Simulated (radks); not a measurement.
Results of a calculation; reference values are marked as such.
Ionisation of the arsenic ion As+, [Ar] 3d10 4s2 4p2, to As2+, [Ar] 3d10 4s2 4p1, under several functionals. Dirac Kohn-Sham, spin-unpolarised, spherical densities, finite nucleus; open shells are shared between the two j in proportion to 2j + 1; a radial shooting solver on a logarithmic mesh with Libxc functionals.

functional                                        E(As+) (hartree)  Exc (hartree)  IE (eV)  -e(HOMO) (eV)  <r> HOMO (bohr)  IE error (eV)
LDA (Slater exchange, Perdew-Zunger correlation)       -2257.51435      -80.32146   18.167         13.431            2.315         -0.423
AM05                                                   -2257.69006      -80.50312   17.905         13.205            2.317         -0.684
exchange-only LDA                                      -2254.60309      -77.35847   16.926         12.235            2.349         -1.663
B86b exchange with PBE correlation                     -2260.98594      -83.85375   17.952         13.254            2.323         -0.637
HCTH/407                                               -2262.07442      -85.06723   18.065         13.372            2.325         -0.524

NIST Atomic Spectra Database: 18.589 eV (measured). Closest: LDA (Slater exchange, Perdew-Zunger correlation). The Delta-SCF values span 1.24 eV, the total energies 7.47 hartree. The highest occupied level is 4p3/2. Spin polarisation and multiplet splitting are left out, so open shells lie too high by an amount that depends on their filling. Sharing an open shell by 2j + 1 raises it above the true ground level by a part of the spin-orbit splitting, which enters the differences from NIST.

Beside tabulated values, note that spin-unpolarised runs miss the spin-polarisation part of the exchange energy of open shells.
